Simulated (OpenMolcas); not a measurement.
# In+: CASPT2 settings compared

```
Program             : OpenMolcas 26.06
Basis               : ANO-R1 [6s5p3d1f]
Scalar Hamiltonian  : X2C, finite nucleus
Active space        : 2 electrons in 8 orbitals (5s 5p 6s 6p)
State averaging     : 2S+1 = 3 even, 1 root (0 in the spin-orbit step); 2S+1 = 1 even, 1 root; 2S+1 = 3 odd, 3 roots; 2S+1 = 1 odd, 3 roots
Spin-orbit coupling : state interaction with AMFI integrals over the reference wave functions, term energies averaged over their components
```

Methods on the same reference wave functions:
A. CASSCF
B. SS-CASPT2, IPEA 0 Eh, imaginary shift 0.15 Eh (closed shells correlated: 4d)
C. XMS-CASPT2, IPEA 0.35 Eh, sigma2 regulariser 0.3 Eh (closed shells correlated: none)
D. XMS-CASPT2, IPEA 0.15 Eh, imaginary shift 0.1 Eh (closed shells correlated: 4d)

Energies in cm⁻¹ above 5s² ¹S₀, the measured ground level; measured values from NIST Handbook of Basic Atomic Spectroscopic Data.

```csv
Level,A,B,C,D,Measured
5s² ¹S₀,0.0,0.0,0.0,0.0,0.0
5s 5p ³P°₀,39657,42362,39469,42253,42276
5s 5p ³P°₁,40673,43366,40483,43257,43351
5s 5p ³P°₂,42844,45549,42656,45440,45830
5s 5p ¹P°₁,67811,65095,66341,65051,63038
```

Deviations, from unrounded energies. A percentage is the sum of absolute deviations over the sum of measured energies, with the sign that they share, or ± where signs differ.

| Against measurement | Levels | A | B | C | D |
| --- | --- | --- | --- | --- | --- |
| mean absolute deviation (cm-1) | 4 | 3300 | 610 | 3000 | 630 |
| other configurations (%) | 4 | ±6.7 | ±1.3 | ±6.2 | ±1.3 |

B, D lie about equally close to measurement and A furthest from it. The largest miss of B in the table is 5s 5p ¹P°₁, by +2100 cm-1. The ranking rests on the paired levels alone, and a cruder setting can come out closer through cancelling errors.

Among B to D the level of the table that moves most is 5s 5p ³P°₀, by 2900 cm-1 (lowest in C, highest in B).

The lowest spin-free term lies below A's lowest term by 0.344 hartree in B, 0.000 hartree in C, 0.344 hartree in D.

Some high roots are left out of the spin-orbit mixing, which shifts the levels that they would mix with. Active for correlation alone: 6p 6s; no level in the range computed is led by a configuration that fills them, so any true level of that kind is missing. Without dynamic correlation excited terms often stand tens of per cent too high (terms of higher spin than the ground term too low), and those without a measured partner can miss by more than the paired ones (holds for A). Measured partners are found by configuration, term and J. A level has none where our copy of the source lacks it or the pairing is in doubt (some pairs that miss far off the trend of their configuration count as doubtful), and it then counts in no deviation. Levels of configurations outside the active space are missing.

° marks odd parity.
